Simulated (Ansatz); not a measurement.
| atom | x (Å) | y (Å) | z (Å) |
| --- | --- | --- | --- |
| Cu | -0.0209 | 0.0131 | 0.0275 |
| H | -0.0653 | -0.0169 | 1.3431 |

Basis set: STO-3G (spherical functions). Correlated methods keep 5 orbitals frozen. Charge 0, multiplicity 1.

Computed with Ansatz (development build ahead of 0.2.0); each method stands on the lowest determinant of its kind that the runs found. Restricted open shells among the atoms or ions are ROHF, correlated in semicanonical orbitals with singles.

The atomization energy at this shape (free ground-state atoms in the same class of orbitals less the molecule, no zero-point energy) of singlet CuH:

```json
{"method": "RHF-MP2", "atomization energy": "3.14 eV"}
```

Q: What does RHF give?

A: 2.81 eV. Caution: the shape is not the minimum.

This basis has no polarisation functions and is too small for such energies, which can lie far from measured ones in either direction.
